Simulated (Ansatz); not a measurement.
**Energy profile**

The step: Ge₄H₉F ([F][Ge]([GeH3])([GeH3])[GeH3]) + H₂O → Ge₃H₇OF ([OH][Ge]([F])([GeH3])[GeH3]) + GeH₄; bonds formed: Ge1–O7, Ge2–H6; bonds broken: Ge1–Ge2, H6–O7 (atoms numbered as in the saddle structure below).

```
atom    x (Å)    y (Å)    z (Å)
 Ge1  -1.0337  -0.1276  -0.1556
 Ge2   2.0804  -0.3547  -0.0256
 Ge3  -0.6632   1.5912  -1.8373
 Ge4  -0.7800  -0.0372   2.2620
  F5  -2.7304  -0.6072  -0.3227
  H6   0.5586  -1.5912  -0.5868
  O7  -0.4743  -1.8366  -0.9021
  H8   2.7407  -0.7280   1.3304
  H9   3.1917  -0.5797  -1.0868
 H10   1.9887   1.2017   0.0561
 H11  -1.9964   1.8343  -2.5586
 H12   0.4079   1.1072  -2.8194
 H13  -0.2070   2.8613  -1.1122
 H14   0.4312   0.8225   2.6285
 H15  -2.0666   0.5444   2.8690
 H16  -0.5862  -1.4837   2.7400
 H17  -0.8614  -2.6166  -0.4788
```

Electronic energies by CCSD(T) at an estimated basis limit (MP2 extrapolated from triple and quadruple zeta, plus CCSD(T) − MP2 in triple zeta), on PBE0-D4/def2-TZVP structures; Ge₄H₁₁OF, singlet; no counterpoise correction. Computed with Ansatz 0.2.0 (basis: def2-TZVPP and def2-QZVPP); correlated methods freeze the cores. Filled d shells of the heavier atoms are correlated. The def2 sets are not built for correlating such inner shells, so the correlated values are less sure here. Extrapolation: Hartree–Fock as exp(−7.88 √X), correlation as X^−2.97.

(1) Give the profile in kJ/mol, counted from the separated reactants. (Judge from chemistry; the value comes from the calculation.)

T1 diagnostic: at most 0.013.

Answers

(1) By the calculation:
```json
{"point": "separated: Ge₄H₉F (linked as [F][Ge]([GeH3])([GeH3])[GeH3]; Ge1, Ge2, Ge3, Ge4, F5, H8, H9, H10, H11, H12, H13, H14, H15, H16; singlet) + H₂O (H6, O7, H17; singlet)", "kJ/mol": "0.0"}
{"point": "start structure", "kJ/mol": "-25.1"}
{"point": "saddle", "kJ/mol": "155.4"}
{"point": "end structure", "kJ/mol": "-10.2"}
{"point": "separated: Ge₃H₇OF (linked as [OH][Ge]([F])([GeH3])[GeH3]; Ge1, Ge3, Ge4, F5, O7, H11, H12, H13, H14, H15, H16, H17; singlet) + GeH₄ (Ge2, H6, H8, H9, H10; singlet)", "kJ/mol": "0.5"}
```

For scale, one of the runs: CCSD(T)/def2-TZVPP, 408 basis functions, launched by `ansatz run in.yaml --threads 4 --pin off --events-out ev --progress --plain --max-ram 63488MiB --backend cuda --devices 0, --max-vram 37GiB`. Hardware: 4 CPU threads of an AMD EPYC 7R13 and a share of one NVIDIA H100, shared host. Wall time 62 s; peak host memory 0.91 GiB.
